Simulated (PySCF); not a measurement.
**Two-component Hartree-Fock for K³⁺ (potassium, charge +3)**

Start: [Ne] 3s2 3p4; 3p1/2 filled at m_j = -1/2, +1/2; 3p3/2 filled at m_j = +1/2, +3/2. Calculated with PySCF 2.14 in an uncontracted even-tempered set (21 s from 0.092 bohr⁻², ratio 2.4; 15 p from 0.12 bohr⁻², ratio 2.4; 5 d from 1.4 bohr⁻², ratio 2.6; 5 f from 2.1 bohr⁻², ratio 2.6): generalised Hartree-Fock with the X2C-1e Hamiltonian and a Gaussian nucleus; one run each with spin-orbit coupling (SO) switched off, then screened by Boettger's factors.

| spinor shell | electrons | ε, spin-free (eV) | ε, screened SO (eV) | weight of nominal j (screened SO) | rms radius, screened SO (bohr) |
| --- | --- | --- | --- | --- | --- |
| 1s1/2 | 2 | -3693.6 | -3693.5 | 1.000 | 0.0937 |
| 2s1/2 | 2 | -439.50 | -439.47 | 1.000 | 0.417 |
| 2p1/2 | 2 | -355.72 | -358.19 | 0.953 | 0.385 |
| 2p3/2 | 4 | -355.72 | -354.45 | 0.977 | 0.388 |
| 3s1/2 | 2 | -82.881 | -82.869 | 1.000 | 1.29 |
| 3p3/2 | 2 | -63.101 | -64.232 | 0.828 | 1.39 |
| 3p1/2 | 2 | -63.101 | -62.006 | 0.692 | 1.40 |

```json
{"quantity": "E (hartree)", "spin-free": "-598.55849", "screened SO": "-598.56518"}
{"quantity": "M_J", "spin-free": "2", "screened SO": "2"}
{"quantity": "⟨J²⟩", "spin-free": "6.006", "screened SO": "6.008"}
{"quantity": "⟨L²⟩", "spin-free": "2.004", "screened SO": "2.024"}
{"quantity": "⟨S²⟩", "spin-free": "2.002", "screened SO": "1.993"}
```

Each row is a mean over spinors that exchange with the open shell spreads, by up to 8.905 eV (3s1/2).

Rows whose weight is well below 1 are mixtures of j = l ± 1/2: exchange outweighs spin-orbit coupling there, and the label is only the starting occupation.

Without spin-orbit coupling the j labels of p, d and f shells carry no meaning; the spin-free column gives the mean over the occupied spinors of each nl shell.
